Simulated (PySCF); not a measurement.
## How methods differ on the excitation energy of Pt

Pt [Xe] 4f14 5d9 6s1 (3D) → Pt [Xe] 4f14 5d8 6s2 (3F), as a difference of total energies. All numbers are calculated (PySCF 2.14, the spin-free X2C one-electron Hamiltonian (Gaussian nucleus), in x2c-TZVPPall with one added diffuse shell each of s, p, d, f type (12s8p8d4f1g, 113 functions)). The calculations carry no spin-orbit coupling.

```tsv
method	excitation energy (cm⁻¹)	error (cm⁻¹)
UHF	2629.3	-571
r2SCANh	2801.5	-399
LC-wPBE	5545.9	+2345
B3LYP	3964.1	+763
```

Reference: 3200.6 cm⁻¹ (measured; NIST levels, between the centres of gravity of the two terms).
